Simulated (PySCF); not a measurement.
FH3O2SeSi, SMILES F[Si]([SeH])(O)O. Atoms are numbered in the order given.

```xyz
8

O     -1.6042    -1.2071     0.6087
Si    -0.8333     0.0711    -0.0716
O     -1.4681     1.4246     0.6251
F     -1.1019     0.1278    -1.6714
Se     1.4142    -0.1503     0.1786
H     -2.4932    -1.0335     0.9449
H     -1.0461     2.2701     0.4319
H      1.6186    -0.0124    -1.2753
```

Geometry optimised at B3LYP-D3(BJ)/def2-SVP. This is a generated structure with no PubChem entry under its InChIKey; it may be hypothetical. The values are those of a single conformer.

Calculation: PBE/pcSseg-1 in PySCF.

GIAO shieldings, no solvent; atoms listed in one row are averaged. δ = σ(ref) − σ: ¹⁷O against H2O (σ = 334.3 ppm); ²⁹Si against TMS (σ = 335.4 ppm); ¹⁹F against CFCl3 (σ = 133.6 ppm); ⁷⁷Se against Me2Se (σ = 1634.8 ppm); ¹H against TMS (σ = 31.49 ppm), references at their B3LYP-D3(BJ)/def2-TZVP geometries, non-relativistic.

| nucleus | atoms | count | δ (ppm) |
|---|---|---|---|
| ¹⁷O | O3 | 1 | 97.7 |
| ¹⁷O | O1 | 1 | 72.9 |
| ²⁹Si | Si2 | 1 | -26.5 |
| ¹⁹F | F4 | 1 | -117.3 |
| ⁷⁷Se | Se5 | 1 | -465.1 |
| ¹H | H6 | 1 | 2.81 |
| ¹H | H7 | 1 | 2.64 |
| ¹H | H8 | 1 | 1.20 |
